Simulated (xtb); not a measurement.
C3H10NSi (SMILES CC(C)[N][SiH3]), doublet, at a GFN2-xTB geometry, atoms displaced at random by about 0.02 Å a coordinate. Base run: GFN1-xTB (xtb).

xtb was given this input:
```
$ xtb mol.xyz --gfn 1 --uhf 1 --opt --json

# file mol.xyz
15

C     -1.05153824     1.43253365     0.43650774
C     -0.80209875    -0.06238589     0.69409229
C     -1.95132094    -0.92632731     0.27339906
N      0.41544668    -0.61333495     0.16477689
Si     1.70119140    -0.03278924    -0.76093502
H     -1.92721588     1.71135082     0.91316438
H     -1.17105759     1.55119573    -0.64416287
H     -0.23158933     2.02890351     0.78560539
H     -0.64350491    -0.19977153     1.81594918
H     -1.75764711    -1.99795322     0.50319770
H     -2.87534334    -0.63514899     0.84318189
H     -2.12722580    -0.84356009    -0.76083018
H      2.86614213    -0.52501969    -0.03316689
H      1.55378335    -0.72910231    -2.03196238
H      1.85492180     1.44659674    -1.01262447
```

The base run was repeated with changes; each row names its change, and settings that it needs were set with it.

```json
[
 {"change": "base", "ΔE vs base (kcal/mol)": "0.000", "optimiser steps": "15"},
 {"change": "alpb = toluene", "ΔE vs base (kcal/mol)": "-3.85", "optimiser steps": "15"},
 {"change": "alpb = benzene", "ΔE vs base (kcal/mol)": "-3.71", "optimiser steps": "15"},
 {"change": "engine = inertial", "ΔE vs base (kcal/mol)": "0.053", "optimiser steps": "-"},
 {"change": "opt level = lax", "ΔE vs base (kcal/mol)": "0.019", "optimiser steps": "11"},
 {"change": "opt level = crude", "ΔE vs base (kcal/mol)": "0.228", "optimiser steps": "7"},
 {"change": "engine = lbfgs", "ΔE vs base (kcal/mol)": "-0.003", "optimiser steps": "-"},
 {"change": "opt level = tight", "ΔE vs base (kcal/mol)": "-0.007", "optimiser steps": "22"},
 {"change": "opt level = sloppy", "ΔE vs base (kcal/mol)": "0.039", "optimiser steps": "9"},
 {"change": "opt level = vtight", "ΔE vs base (kcal/mol)": "-0.015", "optimiser steps": "62"}
]
```
